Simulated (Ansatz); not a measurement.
`N[SiH]([SiH3])[InH2]` + `BF` → `N[SiH]([SiH3])BF` + `[InH3]`  (formal exchange of groups at the Si–In bond)

Program: Ansatz. Geometries: PBE0-D4/def2-TZVP. ΔE: electronic, gas phase. CCSD(T)/CBS is the MP2 limit (def2-TZVPP, def2-QZVPP) plus CCSD(T) − MP2 in def2-TZVPP, frozen cores. This one scheme is used for every species. Functionals use def2-TZVPP. B3LYP here is the variant with VWN-RPA as its local correlation; programs differ in this. Elements past krypton have def2 core potentials. For In outer-core shells are correlated without core-valence functions, which leaves a few kJ/mol of doubt a bond. One conformer a species, not always the lowest.

`N[SiH]([SiH3])[InH2]`:

Z-matrix (Å, degrees):
```
Si
Si 1 2.343
In 1 2.593 2 108.4
N 1 1.739 2 108.3 3 -129.7
H 1 1.494 2 107.6 3 115.9
H 2 1.489 1 109.3 3 -49.5
H 2 1.492 1 109.6 3 68.2
H 2 1.488 1 113.0 3 -171.2
H 3 1.737 1 121.5 2 -115.3
H 3 1.735 1 122.3 2 63.7
H 4 1.009 1 118.0 2 -164.6
H 4 1.009 1 118.2 2 59.6
```

`BF`:

Cartesian coordinates in Å:
```
B 0.026 -0.039 0.017
F -0.673 0.988 -0.421
H 0.268 -0.091 1.188
H 0.378 -0.857 -0.784
```

`N[SiH]([SiH3])BF`:

Z-matrix (Å, degrees):
```
Si
Si 1 2.359
B 1 2.023 2 106.7
N 1 1.725 2 114.6 3 -121.9
H 1 1.494 2 105.5 3 116.2
H 2 1.490 1 111.0 3 56.8
H 2 1.491 1 110.2 3 176.0
H 2 1.490 1 111.3 3 -63.9
F 3 1.326 1 119.9 2 -111.3
H 3 1.203 1 123.9 2 65.9
H 4 1.007 1 121.7 2 -49.9
H 4 1.007 1 118.9 2 95.8
```

`[InH3]`:

```xyz
4

In    0.000    0.000    0.000
H    -1.694   -0.053    0.317
H     0.703    1.412   -0.696
H     0.991   -1.359    0.379
```

| level | ΔE (kJ/mol) | difference from CCSD(T)/CBS |
| --- | --- | --- |
| ωB97X-V | 43.3 | -11.8 |
| B2PLYP | 51.4 | -3.7 |
| PBE | 46.5 | -8.6 |
| PBE0 | 47.2 | -7.9 |
| B3LYP | 47.8 | -7.3 |
| HF/def2-TZVPP | 45.9 | -9.2 |
| MP2/def2-TZVPP | 59.6 | 4.5 |
| SCS-MP2/def2-TZVPP | 55.9 | 0.8 |
| CCSD(T)/def2-TZVPP | 51.0 | -4.1 |
| HF/def2-QZVPP | 46.1 | -9.0 |
| CCSD(T)/CBS | 55.1 | 0 |

Largest T1 diagnostic among the species: 0.014.

In def2-TZVPP, CCSD(T) changes the Hartree–Fock value by +5.1 kJ/mol (the triples alone add +0.9 kJ/mol) and MP2 by +13.7 kJ/mol.

CCSD(T)/CBS has its own doubt, a few kJ/mol and more with outer-core shells, so smaller differences from it don't rank the levels.
